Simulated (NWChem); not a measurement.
System: C2H7NOSi; SMILES C=C[Si@@H](N)O

```xyz
12

C      0.0376    -2.2731     0.3159
C     -0.7217    -1.2613    -0.1206
Si    -0.0680     0.4615    -0.3710
N     -1.0672     1.5873     0.4649
O      1.5228     0.3508     0.1422
H      1.0992    -2.1240     0.5406
H     -0.3635    -3.2820     0.4679
H     -1.7822    -1.4526    -0.3328
H     -0.1047     0.9236    -1.7935
H     -1.2995     1.4706     1.4444
H     -1.1460     2.5531     0.1713
H      2.0643     1.1355     0.0245
```
Atoms are numbered in this order, from 1.

Results from NWChem. Pople sets run with spherical d functions. Geometry: optimised at PBE0/def2-SVP. No frequency run checked for a minimum. Level: B3LYP/6-31G* with SMD (1 M gas to 1 M solution), gas-phase geometry. Reactions with the solvent are ignored.

```json
[
 {"solvent": "water", "dielectric constant": "78.4", "solvation free energy (kcal/mol)": "-4.8", "cavity-dispersion-structure term (kcal/mol)": "4.8", "dipole in solution (D)": "2.41"},
 {"solvent": "tetrahydrofuran", "dielectric constant": "7.43", "solvation free energy (kcal/mol)": "-4.8", "cavity-dispersion-structure term (kcal/mol)": "0.8", "dipole in solution (D)": "2.25"},
 {"solvent": "acetonitrile", "dielectric constant": "35.7", "solvation free energy (kcal/mol)": "-5.7", "cavity-dispersion-structure term (kcal/mol)": "1.2", "dipole in solution (D)": "2.32"},
 {"solvent": "methanol", "dielectric constant": "32.6", "solvation free energy (kcal/mol)": "-7.3", "cavity-dispersion-structure term (kcal/mol)": "2.1", "dipole in solution (D)": "2.40"},
 {"solvent": "acetone", "dielectric constant": "20.5", "solvation free energy (kcal/mol)": "-5.8", "cavity-dispersion-structure term (kcal/mol)": "0.7", "dipole in solution (D)": "2.30"},
 {"solvent": "2-propanol", "dielectric constant": "19.3", "solvation free energy (kcal/mol)": "-7.0", "cavity-dispersion-structure term (kcal/mol)": "1.6", "dipole in solution (D)": "2.37"}
]
```
